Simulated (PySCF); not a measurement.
Complete the spectrum of C4H7F3S

C4H7F3S.
InChI=1S/C4H7F3S/c1-2-8-3-4(5,6)7/h2-3H2,1H3

Method: PySCF 2.14.0, density-fitted response routines, TDDFT CAM-B3LYP/def2-SVPD, vertical, gas phase, core orbitals frozen in the response. Geometry: PBE0-D3(BJ)/def2-SVP, one conformer, isolated molecule. Torsions of this conformer, `[CH3:1][CH2:2][S:3][CH2:4][C:5]([F:6])([F:7])[F:8]`: C1–C2–S3–C4 56°, C2–S3–C4–C5 69°, S3–C4–C5–F6 55°.

Lowest singlets, with some entries withheld (?).

| state | ν̃ (cm⁻¹) | f | main configurations (H = HOMO, L = LUMO) |
| --- | --- | --- | --- |
| S1 | 46630 | ? | H→L+1 (63%), H→L (9%), H→L+4 (8%) |
| S2 | 52190 | ? | ? |
| S3 | ? | 0.0095 | ? |
| S4 | ? | 0.028 | H→L+3 (42%), H→L+5 (18%), H→L+4 (17%) |
| S5 | 61330 | ? | ? |
| S6 | 62530 | 0.011 | H→L+5 (48%), H→L+4 (22%), H→L+2 (8%) |

**Question.** What stands in place of each question mark?

**Answer.** 
- S1: f = 0.0005
- S2: f = 0.036; H→L (51%), H→L+2 (31%), H→L+1 (14%)
- S3: ν̃ = 55130 cm⁻¹; H→L+2 (53%), H→L (32%)
- S4: ν̃ = 59660 cm⁻¹
- S5: f = 0.0074; H→L+3 (46%), H→L+6 (19%), H→L+1 (9%)

**Question.** Which level carries the most intensity, and what share of the listed sum of f?

**Answer.** S2, with f = 0.036 of 0.093, 38%.

**Question.** What is the mean static polarisability from the same response equations?

**Answer.** 72.4 au (10.73 Å³), with principal values 64.3, 70.7 and 82.2 au.

**Question.** How far apart are S1 and S6, in eV and cm⁻¹?

**Answer.** 7.752 − 5.781 = 1.971 eV, or about 15900 cm⁻¹.
